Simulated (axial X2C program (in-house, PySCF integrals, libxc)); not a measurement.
**Levels of HfSe⁻ by electron attachment to HfSe (EOM-EA-CCSD)**

Calculated with an axial X2C code built on PySCF integrals: two-component X2C with atomic mean-field Coulomb and Gaunt terms, Gaussian nuclei, basis Hf dyall-acv3z, Se dyall-acv3z with contracted cores.

R = 2.485 Å (1.090 times 2.280 Å, the PBE0 minimum at charge 0 for the lowest determinant).

Levels of HfSe⁻ obtained by attaching an electron to HfSe:

| Ω | binding energy (eV) | above lowest (cm⁻¹) | attached spinor | one-particle weight |
| --- | --- | --- | --- | --- |
| 3/2 | 1.122 | 0 | 89% Hf dδ | 0.88 |
| 1/2 | 1.113 | 74 | 32% Hf pπ, 30% Hf dπ, 15% Hf pσ | 0.91 |
| 3/2 | 0.781 | 2753 | 45% Hf pπ, 41% Hf dπ, 8% Hf dδ | 0.91 |
| 1/2 | 0.752 | 2987 | 30% Hf pσ, 28% Hf dσ, 16% Hf pπ | 0.92 |
| 5/2 | 0.416 | 5696 | 96% Hf dδ | 0.89 |
| 1/2 | -0.252 | 11082 | 65% Hf pσ, 30% Hf sσ | 0.99 |
| 1/2 | -0.343 | 11819 | 90% Hf pπ, 7% Hf dπ | 0.99 |
| 3/2 | -0.362 | 11970 | 92% Hf pπ, 6% Hf dπ | 0.99 |
| 1/2 | -0.529 | 13319 | 59% Hf sσ, 34% Hf pσ | 0.99 |

Q: What is the splitting of the first π pair in the table, and is it regular or inverted?

A: E(3/2) − E(1/2) = 2753 − 74 = 2679 cm⁻¹ at EOM-EA-CCSD: regular, Ω = 1/2 lower. Splittings at this level can be off by ten to twenty per cent.

Negative binding energies belong to unbound states, resonances or levels that the basis set holds; within some tenths of an eV of zero the sign is not settled.

This point took 31 s on 1 thread of Arm Neoverse V1, on a shared host.

Reference electrons by ω block (each with its −ω partner): 1/2: 32, 3/2: 15, 5/2: 5, 7/2: 1. 18 electrons of HfSe correlated (inner shells frozen), 84 natural virtual spinors (a truncated set); levels can be off by some tenths of an eV. Roots sought by Ω: (1/2: 5, 3/2: 4, 5/2: 2, 7/2: 1); the list ends where they run out and leaves out roots under 60 % one-particle weight. The solver can skip a root, and states that need a further excitation, which the method places far too high, are missing though they may lie low or lowest. T1 of the reference 0.035 (Lee–Taylor). Number of frozen shells: Hf 4 s, 3 p, 2 d, 1 f; Se 3 s, 2 p, 1 d. Large amplitudes in the reference (orbital relaxation or multireference character) lower the reliability.
